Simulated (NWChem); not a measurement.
System: silicon monosulfide (SiS, singlet); SMILES [Si]=S

```xyz
2

Si     0.0000     0.0000     1.0293
S      0.0000     0.0000    -0.9006
```
Atoms are numbered in this order, from 1.

All runs: NWChem. Low-valent species are run as closed-shell singlets; no triplet was tried in these runs. All runs use the structure optimised with PBE0-D3(BJ)/def2-TZVP.

For level LDA (Slater exchange, VWN5)/def2-SVP:

* **highest occupied level (eV)**: -6.92
* **orbital gap (eV)**: 3.85
* **dipole (D)**: 1.21

Question: Estimate the same quantities for level MPW1K/def2-SVP.

Answer: 
| Quantity | Result |
|---|---|
| highest occupied level (eV) | -8.87 |
| orbital gap (eV) | 7.17 |
| dipole (D) | 1.73 |
